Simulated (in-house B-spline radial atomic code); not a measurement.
Pt3+ is squeezed into an impenetrable sphere of radius R (the orbitals vanish at R). Level of theory: Dirac-Kohn-Sham LDA VWN5, spherical fractional occupations, Fermi nucleus of rms radius 5.427 fm; calculated with a B-spline radial code for spherical atoms.

Energies in eV above the free ion in [Xe] 4f14 5d7:

```tsv
R (bohr)	highest level (eV)	[Xe] 4f14 5d7	[Xe] 4f14 5d6 5f1	[Kr] 4d10 4f14 5s2 5p5 5d7 5f1
8.7	-38.4	0	30.64	85.02
5.86	-38.4	0.005879	31.68	86.01
5.14	-38.3	0.0433	32.75	87.04
4.57	-38.2	0.2012	34.35	88.57
3.83	-37.4	1.387	38.87	92.98
3.18	-34.7	7.246	50.22	104.4
2.79	-30.6	19.65	68.06	122.8
2.06	-4.31	144	211.6	272.6
1.8	22.3	316.3	396.1	463.5
1.45	106	1009	1112	1197
```

(1) Does [Xe] 4f14 5d6 5f1 fall below [Xe] 4f14 5d7 under compression?

(2) Does [Kr] 4d10 4f14 5s2 5p5 5d7 5f1 fall below [Xe] 4f14 5d7 under compression?

The highest level is first positive in the row R = 1.8 bohr, pushed up by confinement above the zero of the free ion's potential. Each configuration is held fixed and needn't be the lowest in the sphere.

Answers

(1) No, it stays above over the whole range.

(2) No, it stays above over the whole range.
